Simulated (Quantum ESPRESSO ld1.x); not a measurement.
The gold ion Au11+, configuration [Xe] 4f14. Calculated with ld1.x of Quantum ESPRESSO 7.5: Dirac Kohn-Sham, PBE, spin-unpolarised, spherical densities, point nucleus.

X-ray form factor f0, the Fourier transform of the density (f0(0) = 68):

sin(theta)/lambda (1/angstrom)  f0 (electrons)
0.05                                    67.688
0.1                                     66.771
0.15                                    65.303
0.2                                     63.366
0.25                                    61.063
0.3                                     58.503
0.4                                     53.022
0.5                                     47.607
0.6                                     42.652
0.8                                     34.512
1                                       28.375
1.25                                    22.773
1.5                                     18.983
2                                       14.777
